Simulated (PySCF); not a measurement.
A side-by-side comparison of computed properties.

First species: C2H6OSi.
Bonds: C1–Si2, Si2–C3, C3–O4 (double). Hydrogens: H5, H6, H7 on C1; H8, H9 on Si2; H10 on C3.

Second species: carbon monoxide, CO.
Atom-mapped SMILES: `[C-:1]#[O+:2]`

Levels: B3LYP/def2-SVPD for dipole moment, HOMO energy, LUMO energy, HOMO–LUMO gap, static isotropic polarisability and electronic spatial extent ⟨r²⟩ about the centre of nuclear charge; TDDFT B3LYP/def2-SVPD for lowest singlet excitation; TDA B3LYP/def2-SVPD for lowest triplet excitation (Tamm–Dancoff); GFN2-xTB for smallest rotational constant. Geometries: GFN2-xTB. Each species is one conformer at its optimised geometry, gas phase, non-relativistic unless stated; the electronic structure was computed with PySCF and density fitting.

The conformers computed, where there is a choice (atom-mapped SMILES and torsion angles):
- `[CH3:1][SiH2:2][CH:3]=[O:4]`: C1–Si2–C3–O4 0°

(1) Which has the higher S1 energy?

(2) Which has the higher T1 energy?

(3) Which has the higher static isotropic polarisability?

(4) Which of the two has the higher dipole moment, and by how much?

(5) Which has the higher HOMO–LUMO gap?

(6) Which has the higher HOMO energy?

(7) Which has the higher smallest rotational constant?

(8) Which has the higher ⟨r²⟩?

Answers

(1) The second: 8.46 eV against 3.25 eV, a difference of 5.21 eV.

(2) The second: 5.96 eV against 2.57 eV, a difference of 3.39 eV.

(3) The first: 56.3 au against 13.0 au, a difference of 43.3 au.

(4) The first: 2.22 D against 0.12 D, a difference of 2.10 D.

(5) The second: 9.41 eV against 5.02 eV, a difference of 4.39 eV.

(6) The first: -6.78 eV against -10.50 eV, a difference of 3.72 eV.

(7) The second: 58.001 GHz against 2.958 GHz, a difference of 55.043 GHz.

(8) The first: 445 bohr² against 40 bohr², a difference of 405 bohr².

On the first: The polarisability is 8.34 Å³ as a volume (1 au = 0.148185 Å³), or 1.41 au for each of the 40 electrons. S1 lies 1.77 eV below the HOMO–LUMO gap; its leading configuration is HOMO→LUMO, weight 0.99.

On the second: A dipole of 0.12 D is allowed in C∞v, and pure rotational transitions are dipole-allowed. The dipole matches unit charges of opposite sign 0.02 Å apart (1 e·Å = 4.8032 D).
